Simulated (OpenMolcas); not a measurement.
## Sm3+: moving the ligands

Sm3+ with 7 ligands (chloride) in pentagonal bipyramidal coordination (D5h) at 2.78 Å, the axial distance 3.002 Å. A charge of +0.571 e stands 2.6 Å behind each ligand. Ligand basis ANO-RCC-VDZP.

| Item | Value |
| --- | --- |
| Program | OpenMolcas |
| Method | CASSCF |
| Basis | ANO-RCC-VDZP [7s6p4d2f1g] |
| Scalar Hamiltonian | DKH2, point nucleus |
| Active space | 5 electrons in 7 orbitals (4f) |
| State averaging | 2S+1 = 6 odd, 21 roots; 2S+1 = 4 odd, 128 roots kept (CI in the orbitals of an earlier block, 108 in the spin-orbit step); 2S+1 = 2 odd, 130 roots kept (CI in the orbitals of an earlier block, 40 in the spin-orbit step) |
| Spin-orbit coupling | state interaction with AMFI integrals over the reference wave functions |

Runs around this geometry, states. Energies in cm-1 above the lowest state or level, χT in cm3 K/mol.

```tsv
R (Å)	Ground state	First state of that spin	First gap with spin-orbit (degeneracies)	Width of lowest J	χT at 300 K
2.74	2S+1 = 6	0.8	156.3 (2, 2)	338	0.303
2.78	2S+1 = 6	0.6	158.7 (2, 2)	335	0.303
2.86	2S+1 = 6	33.0	160.5 (2, 2)	325	0.303
```

Taking the width of the lowest J multiplet as R^-n, n = -ln(325 / 338) / ln(2.86 / 2.74) = 0.9 between the shortest and longest distance.

High states are left out of the spin-orbit mixing, which shifts the levels that they would mix with. Without dynamic correlation the ligand-field splitting of an f shell can come out too small, at times by half. A group larger than the point group allows holds several states that coincide in this model. No measured value stands beside these numbers; the geometry was imposed, not optimised, and the real ion may take another.

A state without a sure symmetry label is named by its multiplicity alone.
